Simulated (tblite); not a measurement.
C4H8F2Si3.
Atom-mapped SMILES: `[CH:1]#[C:2][C:3]([F:4])([F:5])[Si@@H:6]1[CH2:7][SiH2:8][SiH2:9]1` (hydrogens: H10 on C1; H11 on Si6; H12, H13 on C7; H14, H15 on Si8; H16, H17 on Si9)

A start from a force field or distance geometry was refined with tblite 0.8.0, GFN2-xTB geometry optimisation, gas phase. Values at the start:

```json
{"coordinate": "C1≡C2", "start": "1.206 Å"}
{"coordinate": "C1–H10", "start": "1.065 Å"}
{"coordinate": "C2–C3", "start": "1.447 Å"}
{"coordinate": "C3–F4", "start": "1.391 Å"}
{"coordinate": "C3–F5", "start": "1.391 Å"}
{"coordinate": "C3–Si6", "start": "1.846 Å"}
{"coordinate": "Si6–C7", "start": "1.840 Å"}
{"coordinate": "Si6–Si9", "start": "2.233 Å"}
{"coordinate": "Si6–H11", "start": "1.479 Å"}
{"coordinate": "C7–Si8", "start": "1.882 Å"}
{"coordinate": "C7–H12", "start": "1.132 Å"}
{"coordinate": "C7–H13", "start": "1.084 Å"}
{"coordinate": "Si8–Si9", "start": "2.243 Å"}
{"coordinate": "Si8–H14", "start": "1.473 Å"}
{"coordinate": "Si8–H15", "start": "1.461 Å"}
{"coordinate": "Si9–H16", "start": "1.451 Å"}
{"coordinate": "C2–C3–F4", "start": "111.6°"}
{"coordinate": "C2–C3–F5", "start": "107.4°"}
{"coordinate": "C2–C3–Si6", "start": "111.6°"}
{"coordinate": "C3–Si6–C7", "start": "119.2°"}
{"coordinate": "C3–Si6–Si9", "start": "112.7°"}
{"coordinate": "F4–C3–Si6", "start": "112.5°"}
{"coordinate": "Si6–C7–Si8", "start": "90.7°"}
{"coordinate": "Si6–Si9–Si8", "start": "72.6°"}
{"coordinate": "C2–C3–Si6–C7", "start": "-34°"}
{"coordinate": "C3–Si6–C7–Si8", "start": "-78°"}
{"coordinate": "Si6–C7–Si8–Si9", "start": "-37°"}
{"coordinate": "C7–Si8–Si9–Si6", "start": "31°"}
```

Task: How do these coordinates change at the GFN2-xTB level?

Result: 
| coordinate | GFN2-xTB (Å or °) | change |
| --- | --- | --- |
| Si8–Si9 | 2.358 | +0.115 |
| Si6–Si9 | 2.347 | +0.114 |
| C3–Si6 | 1.959 | +0.113 |
| Si6–C7 | 1.927 | +0.087 |
| C7–Si8 | 1.938 | +0.056 |
| C7–H12 | 1.089 | -0.043 |
| Si9–H16 | 1.471 | +0.020 |
| C1–H10 | 1.049 | -0.016 |
| C3–F5 | 1.378 | -0.013 |
| C1≡C2 | 1.198 | -0.008 |
| C3–F4 | 1.383 | -0.008 |
| Si6–H11 | 1.471 | -0.008 |
| C2–C3 | 1.441 | -0.006 |
| C7–H13 | 1.089 | +0.005 |
| Si8–H15 | 1.465 | +0.004 |
| Si8–H14 | 1.470 | -0.003 |
| C3–Si6–C7 | 104.8 | -14.4 |
| Si6–C7–Si8 | 102.4 | +11.7 |
| C3–Si6–Si9 | 105.7 | -7.0 |
| Si6–Si9–Si8 | 79.6 | +7.0 |
| F4–C3–Si6 | 107.7 | -4.8 |
| C2–C3–F5 | 110.5 | +3.1 |
| C2–C3–Si6 | 114.6 | +3.0 |
| C2–C3–F4 | 110.1 | -1.5 |
| C2–C3–Si6–C7 | -62 | -28 |
| Si6–C7–Si8–Si9 | -9 | +28 |
| C7–Si8–Si9–Si6 | 8 | -23 |
| C3–Si6–C7–Si8 | -96 | -18 |

The energy falls by 1.192 eV over 138 L-BFGS steps, the largest force on an atom goes from 3.48 to 0.009 eV/Å, and the atoms move by 0.623 Å rms after alignment. Among the bonds, Si8–Si9 and Si6–Si9 change most and about equally (+0.114 to +0.115 Å). Bonds longer at the end by more than 0.005 Å: 6 of 17; shorter: 7. Among the dihedrals that turn most is F5–C3–Si6–H11, from -17° to -66°. Rotational constants go from 1575, 787.9, 673.1 to 1610, 702.9, 606.6 MHz.

The run took 1.3 s of wall time on Arm Neoverse V2, one thread, no GPU, on a shared host.

Its GFN2-xTB frequencies are all real (lowest 25 cm⁻¹). The numbers are those of one conformer.

The numbers are calculated, not measured.
